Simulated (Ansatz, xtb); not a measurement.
# FH2InN2: where a starting geometry ends

The starting geometry of this gas-phase singlet has its atoms placed at random.

```xyz
6

F     0.7116    0.8479   -1.3725
In   -0.0203   -1.4541   -0.3228
N     0.4691   -0.8110    1.7312
N     1.0106    0.7464    0.4506
H    -2.0236   -0.0118   -0.1868
H     0.0359    0.7296   -0.5409
```

Question: Guess where an optimisation with r2SCAN-D4/def2-SVP ends from this start.

Answer: It loosens into FIn + N2 + H2, which stay close as a complex. Distances that change by over a tenth: In2–N4 (2.55 → 4.25 Å), In2–H6 (2.20 → 3.60 Å). Contacts that open: F1–H6 (1.08 → 2.26 Å), In2–N3 (2.21 → 3.32 Å). Contacts that close: F1–In2 (2.63 → 2.01 Å), N3–N4 (2.09 → 1.10 Å), H5–H6 (2.22 → 0.76 Å).

The energy falls by 14.28 eV over 55 steps:

| step | E − E(last) (eV) |
| --- | --- |
| 1 | 14.275 |
| 7 | 1.421 |
| 13 | 1.055 |
| 19 | 1.006 |
| 25 | 0.972 |
| 31 | 0.899 |
| 37 | 0.043 |
| 43 | 0.003 |
| 49 | 0.000 |
| 55 | 0.000 |

Final geometry (Å):

```xyz
6

F     0.6845   -0.3053   -1.2862
In    0.3217   -2.2782   -1.1320
N     0.8350   -0.4119    1.5699
N     1.0829    0.6117    1.8962
H    -1.6842    1.4043   -0.5397
H    -1.0567    1.0264   -0.7494
```

From the same start GFN2-xTB reaches the same bonding as this run.

From so rough a start the end depends on the optimiser's path, so another program may land elsewhere. The end wasn't checked by frequencies. Atoms past krypton carry core potentials, without spin–orbit terms. Run with Ansatz 0.2.0, 120 s on 1 thread of Intel(R) Xeon(R) 6975P-C (Granite Rapids), on a shared host.
